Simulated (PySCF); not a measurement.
**Heteronuclear NMR**

Bonds (- single, = double, # triple, : aromatic): C1=N2, N2-C3, C3-Si4, C3-C5, C5=C6, C6=O7, C5-C8, C8=O9. C1 carries H10, H11; C3 carries H12; Si4 carries H13, H14, H15; C8 carries H16. Stereochemistry as in C=N[C@H]([SiH3])C(=C=O)C=O. H11 is cis to C3; H10 is trans to C3.

- GFN2-xTB structure
- NMR shieldings at PBE0/pcSseg-1/GIAO
- program: PySCF 2.14.0 with density-fitted response routines
- one computed conformer, non-relativistic Hamiltonian, gas phase, one averaged value for each set of equivalent atoms

Task: What are the ²⁹Si shifts?

Result: 
```csv
atoms,environment,σ (ppm),δ (ppm)
Si4,"silicon bonded to C, 3 H",406.0,-53.8
```

Shieldings were converted by a linear fit to measured shifts: ²⁹Si (scatter 8.9 ppm rms, 25.8 ppm with the 6 outliers that the fit left out vs TMS, solution or neat liquid). Occasional misses reach two or three times the rms, and more in compound classes unlike the fitted ones.

On a 300 MHz spectrometer ²⁹Si resonates near 59.6 MHz, so 1 ppm is 59.6 Hz.

Task: What are the ¹⁵N shifts?

Result: 
| atoms | environment | σ (ppm) | δ (ppm) |
| --- | --- | --- | --- |
| N2 | imine nitrogen | -128.6 | -29.6 |

Shieldings were converted by a linear fit to measured shifts: ¹⁵N: δ = -148.07 − 0.921σ (rms 6.3 ppm, 71 shifts vs CH3NO2, solution or neat liquid). A few per cent of atoms miss by over 2 rms, more outside the fitted compound classes.

On a 400 MHz spectrometer ¹⁵N resonates near 40.5 MHz, so 1 ppm is 40.5 Hz.

Task: Where does ¹⁷O resonate?

Result: 
```csv
atoms,environment,σ (ppm),δ (ppm)
O9,aldehyde oxygen,-305.3,544.8
O7,carbonyl oxygen,-83.8,343.0
```

Shieldings were converted by a linear fit to measured shifts: ¹⁷O (scatter 10.7 ppm rms, 12.2 ppm with the 3 outliers that the fit left out vs liquid water, solution or neat liquid). Occasional misses reach two or three times the rms, and more in compound classes unlike the fitted ones.

On a 400 MHz spectrometer ¹⁷O resonates near 54.2 MHz, so 1 ppm is 54.2 Hz.
